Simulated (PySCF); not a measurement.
## Electron correlation in Pd²⁸⁺ (palladium, charge +28)

[Ar], closed-shell 1S. Computed with PySCF 2.14 in an uncontracted even-tempered set (18 s from 3.9 bohr⁻², ratio 2.5; 12 p from 5 bohr⁻², ratio 2.5; 5 d from 24 bohr⁻², ratio 2.7; 4 f from 36 bohr⁻², ratio 2.7), with the spin-free X2C one-electron Hamiltonian (Gaussian nucleus). Frozen: 1s2; 16 electrons correlated; the 21 highest virtual orbitals of each spin left out.

```
  level  correlation energy (mhartree)
   CCSD                        -642.23
    (T)                          -1.62
CCSD(T)                        -643.85
```

Diagnostics: T1 = 0.00047, D1 = 0.0011, largest double amplitude 0.018.

Cost of the coupled-cluster step: about 14 core-seconds, for 16 correlated electrons.

Iterations:

```
CC2 = 0
CCSD nocc = 8, nmo = 85
frozen orbitals [0, 86, 87, 88, 89, 90, 91, 92, 93, 94, 95, 96, 97, 98, 99, 100, 101, 102, 103, 104, 105, 106]
max_cycle = 100
direct = 0
conv_tol = 1e-08
conv_tol_normt = 1e-06
diis_space = 8
diis_start_cycle = 0
Init t2, MP2 energy = -4507.02199277696  E_corr(MP2) -0.632259291121285
Init E_corr(CCSD) = -0.632259291121283
cycle = 1  E_corr(CCSD) = -0.640325211442487  dE = -0.00806592032  norm(t1,t2) = 0.00541929
cycle = 2  E_corr(CCSD) = -0.641984270219801  dE = -0.00165905878  norm(t1,t2) = 0.000939959
cycle = 3  E_corr(CCSD) = -0.642235157366605  dE = -0.000250887147  norm(t1,t2) = 0.000168541
cycle = 4  E_corr(CCSD) = -0.642232617087355  dE = 2.54027925e-06  norm(t1,t2) = 5.48661e-06
cycle = 5  E_corr(CCSD) = -0.642232005155322  dE = 6.11932032e-07  norm(t1,t2) = 2.15797e-07
cycle = 6  E_corr(CCSD) = -0.642232006415871  dE = -1.26054833e-09  norm(t1,t2) = 1.91961e-08
CCSD converged
E(CCSD) = -4507.031965492255  E_corr = -0.6422320064158706
CCSD(T) correction = -0.00162151752775669
```

At this charge the one-electron X2C treatment keeps the bare 1/r₁₂, with no two-electron picture change or Breit term. The effect here is smaller than on the frozen 1s shell; and a scalar Hamiltonian misses the large spin-orbit splitting of the p shells, which matters for ns² → np² pairs.
